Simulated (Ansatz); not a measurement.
```yaml
crystal:
  periodic: [false, false, false]
  atoms:
    - {symbol: C, position_ang: [-0.524237, 1.379683, 0.164858]}
    - {symbol: C, position_ang: [-0.747273, -0.071651, 0.288148]}
    - {symbol: Si, position_ang: [0.840863, -0.890396, -0.291289]}
    - {symbol: F, position_ang: [0.730669, -2.490012, -0.205179]}
    - {symbol: H, position_ang: [-0.063089, 1.991116, 1.266563]}
    - {symbol: H, position_ang: [-0.063089, 1.941116, 0.966563]}
    - {symbol: H, position_ang: [-0.941720, -0.381122, 1.319501]}
    - {symbol: H, position_ang: [-1.570213, -0.425538, -0.340173]}
    - {symbol: H, position_ang: [1.106795, -0.535505, -1.706222]}
    - {symbol: H, position_ang: [1.970796, -0.472516, 0.573179]}
basis:
  gaussian: {orbitals: 6-31G}
magnetization: {spin_polarized: true, initial_magnetization: 1}
hamiltonian: {xc: {name: PBE-QIDH}}
accuracy: high
```

```sh
$ ansatz run in.yaml --threads 4 --pin off --events-out ev --progress --plain --max-ram 10444MiB
```

Output, abridged:

```
Functional definition: PBE-QIDH
1328 factors; integrals over basis functions are off by at most 4.5e-9 eV
mean field evaluation 1: about -12722.1056 eV, gradient 2.2e1 eV
mean field evaluation 2: about -12722.1086 eV, gradient 2.2e1 eV
mean field evaluation 4: about -12724.4246 eV, gradient 2.1e0 eV
mean field evaluation 8: about -12724.4750 eV, gradient 1.6e-1 eV
mean field evaluation 16: about -12724.4766 eV, gradient 2.0e-3 eV
mean field evaluation 32: about -12724.4766 eV, gradient 3.1e-7 eV
mean field -12724.47658569 eV, -467.6158895639 hartree, gradient 7.5e-8 eV, S^2 0.759972; 0 other end points of the search recorded, 0 dependent functions left out
8 core orbitals not correlated: weight in the atoms' cores, before any rotation towards them, 1.000 or more for the frozen orbitals, at most 0.000 for the correlated occupied ones
reference -12724.47658671 eV, -467.6158896017 hartree; 13, 12 occupied and 31, 32 virtual orbitals, 1328 factors
second order -10.28837182 eV of doubles, -0.00000000 eV of singles
Total energy: -12727.90604399 eV, -467.7419198319 hartree
```

Question: Something in this input is off. What?

Answer: One atom was put on top of another. The calculation finished and met its thresholds. The result belongs to that input, not to the molecule as meant.
